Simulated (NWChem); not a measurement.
# C4H3FS; SMILES c1scc(F)c1

All runs: NWChem. Pople sets run with spherical d functions. The geometry was optimised at PBE0/def2-SVP. Level B3LYP/6-31G*: energy and gradient; each run changes one setting, and changes count from the defaults (medium grid, exact Coulomb integrals, symmetry on).

```csv
setting,size of the energy change (μHa),largest change of a gradient component (μHa/bohr)
defaults,< 10,< 30
tight SCF thresholds and tolerances,< 10,< 30
Becke weights,< 10,< 30
coarse grid,10,80
```
